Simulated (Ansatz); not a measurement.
Cost and result for the atomization energy of C2H7ClGeO2, SMILES `C[O][GeH]([Cl])[O]C` (13 atoms, 12 bonds).

```csv
atom,x (Å),y (Å),z (Å)
C1,1.0467,1.9753,-0.6102
O2,0.0037,1.0351,-0.4626
Ge3,0.2740,-0.6773,-0.7548
Cl4,2.0043,-1.2536,0.3938
O5,-1.1429,-1.5111,-0.1672
C6,-1.5622,-1.3389,1.1748
H7,1.4032,2.0316,-1.6458
H8,0.6493,2.9530,-0.3319
H9,1.8966,1.7455,0.0406
H10,0.4878,-1.0429,-2.2212
H11,-0.8049,-1.6966,1.8803
H12,-1.7858,-0.2908,1.3951
H13,-2.4698,-1.9294,1.3092
```

Charge 0, multiplicity 1. Correlated methods include outer-core shells of Ge, which these sets cover unevenly. Scalar relativity is left out up to krypton. The structure was optimised at the PBE0-D4/def2-TZVP level. It is one conformer, not always the lowest. Program: Ansatz. All runs use 2 threads of an AMD EPYC 7R13 on a shared host and a share of an NVIDIA H100 80 GB. Times are those of one run each, without the atoms' runs, and a repeat can differ threefold. Electronic energies, without spin–orbit coupling; frozen cores. CCSD(T)/CBS adds CCSD(T) − MP2 in def2-TZVPP to the MP2 limit, and its time is that of the two runs behind it. T1 = 0.011. With those shells the extrapolation isn't a true limit. B3LYP takes the VWN-RPA correlation (the form of Gaussian; ORCA's B3LYP/G).

CCSD(T)/CBS is a level of theory with its own doubt, some kJ/mol a heavy atom from the limit and from the frozen cores, so smaller differences don't rank the functionals.

```
                             level  functions  wall time
                 B2PLYP/def2-TZVPP        312      4.2 s
                ωB97X-V/def2-TZVPP        312      5.5 s
  ωB97M-V/def2-TZVPP (with forces)        312        6 s
                    MP2/def2-QZVPP        597        6 s
r2SCAN-D4/def2-TZVPP (with forces)        312      6.5 s
                PBE0-D4/def2-TZVPP        312      6.5 s
   PBE-D4/def2-TZVPP (with forces)        312      6.5 s
 B3LYP-D4/def2-TZVPP (with forces)        312        7 s
                CCSD(T)/def2-TZVPP        312       11 s
                 CCSD(T)/CBS(def2)          –       17 s
```

Question: What atomization energy does each give, and how far from CCSD(T)/CBS? (Best estimate.)

Answer: Computed: 
| level | atomization (kJ/mol) | difference from CCSD(T)/CBS | per bond |
| --- | --- | --- | --- |
| B2PLYP/def2-TZVPP | 4644.8 | -72.0 | -6.0 |
| ωB97X-V/def2-TZVPP | 4720.7 | 3.9 | 0.3 |
| ωB97M-V/def2-TZVPP (with forces) | 4704.4 | -12.4 | -1.0 |
| MP2/def2-QZVPP | 4758.6 | 41.8 | 3.5 |
| r2SCAN-D4/def2-TZVPP (with forces) | 4717.3 | 0.5 | 0.0 |
| PBE0-D4/def2-TZVPP | 4688.9 | -27.9 | -2.3 |
| PBE-D4/def2-TZVPP (with forces) | 4782.6 | 65.8 | 5.5 |
| B3LYP-D4/def2-TZVPP (with forces) | 4679.0 | -37.8 | -3.2 |
| CCSD(T)/def2-TZVPP | 4602.9 | -113.9 | -9.5 |
| CCSD(T)/CBS(def2) | 4716.8 | 0.0 | 0.0 |

The D4 term adds +47.3 kJ/mol with B3LYP and +25.2 kJ/mol with PBE0; it sums over pairs of atoms, weighted by their polarisabilities, and B3LYP, whose exchange is more repulsive, gets the larger term. From PBE to PBE0 (25 % exact exchange), in def2-TZVPP and without D4, the atomization energy moves by −89.5 kJ/mol: exact exchange takes away binding that semilocal exchange gives to molecules. In def2-TZVPP, CCSD(T) changes the Hartree–Fock value by +1241.7 kJ/mol (the triples alone add +75.3 kJ/mol) and MP2 by +1330.3 kJ/mol; breaking electron pairs costs correlation energy, which Hartree–Fock lacks.
